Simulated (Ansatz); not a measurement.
Energy needed to pull apart C₃H₃B (SMILES B=C=C=C), singlet, into free ground-state atoms, from the structure below (displaced at random from a GFN2-xTB minimum); no zero-point or spin–orbit terms; open-shell atoms are treated unrestricted, in their ground-state multiplicity.

B1  (-2.146, -0.198, 0.244)
C2  (-0.907, -0.011, 0.150)
C3  (0.371, 0.095, 0.019)
C4  (1.737, 0.168, -0.095)
H5  (-3.330, -0.330, 0.320)
H6  (2.144, 0.128, -1.119)
H7  (2.187, 0.402, 0.629)
(Å)

Ansatz 0.2.0; basis: def2-TZVPP; cores frozen in the correlated methods.

```
    method  atomization energy (kJ/mol)
    PBE-D4                         3024
 revPBE-D4                         2935
 r2SCAN-D4                         2933
   PBE0-D4                         2937
r2SCANh-D4                         2905
   wB97M-V                         2895
        HF                            ?
       MP2                            ?
      CCSD                         2720
   CCSD(T)                         2787
```

What does HF give? (To be estimated.)

The calculation gives: 2073 kJ/mol, which is about 714 kJ/mol less than CCSD(T)/def2-TZVPP.

What does MP2 give? (An estimate is asked for; the value comes from the calculation.)

Computed: 2879 kJ/mol, which is about 92 kJ/mol more than CCSD(T)/def2-TZVPP.

In triple zeta the MP2 and coupled-cluster atomization energies are still short of their basis limit by a few kcal/mol a bond, whereas those of the functionals are nearly converged, so these differences are not deviations from converged CCSD(T).

No T1 diagnostic of these runs exceeds 0.017. The restricted Hartree–Fock reference is unstable towards an unrestricted one here.

For scale, one of the runs: CCSD(T)/def2-TZVPP forces, 166 basis functions (an equivalent command: `ansatz run in.yaml --threads 4`). Hardware: 4 CPU threads, shared host. Wall time 62 s; peak host memory 2.7 GiB.
